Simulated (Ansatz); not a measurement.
CH₄AlClSi (`Cl[SiH]1[CH2][AlH]1`). The species carries charge 0 and has multiplicity 1.

Z-matrix (Å, degrees):
```
Si
C 1 1.898
Al 1 2.329 2 53.9
Cl 1 2.074 2 110.6 3 103.5
H 1 1.487 2 119.1 3 -132.4
H 2 1.105 1 105.8 3 100.5
H 2 1.089 1 124.0 3 -132.5
H 3 1.580 1 164.4 2 162.8
```

Q: List the harmonic frequencies (cm⁻¹, unscaled) at PBE0-D4/def2-TZVP in Ansatz. (Best estimate.)

A: The calculation gave: 85, 173, 304, 374, 420, 439, 536, 564, 637, 705, 779, 814, 853, 1328, 1939, 2200, 2989, 3150.

Q: Is this a minimum?

A: Yes, all 18 modes are real.

Q: Give the ideal-gas thermochemistry at 298.15 K and 1 bar (rigid rotor, harmonic oscillator; point group C1, symmetry number 1).

A: Zero-point energy 109.4 kJ/mol; H(298) − E = 128.6 kJ/mol; entropy 333.1 J/(mol·K), of which translation 167.1, rotation 112.7, vibration 53.3; G(298) − E = 29.3 kJ/mol. Modes under 100 cm⁻¹ are hindered rotations or soft bends, so the harmonic entropy is rough.

Q: And at 400, 500, 600, 800 and 1000 K?

A: 
```tsv
T (K)	H − E (kJ/mol)	S (J/mol/K)	G − E (kJ/mol)
400	139.6	364.8	-6.3
500	151.8	391.8	-44.1
600	164.8	415.5	-84.5
800	192.9	455.9	-171.8
1000	222.9	489.4	-266.4
```

Q: Rotational constants (cm⁻¹)?

A: 0.2427, 0.06488, 0.06016.
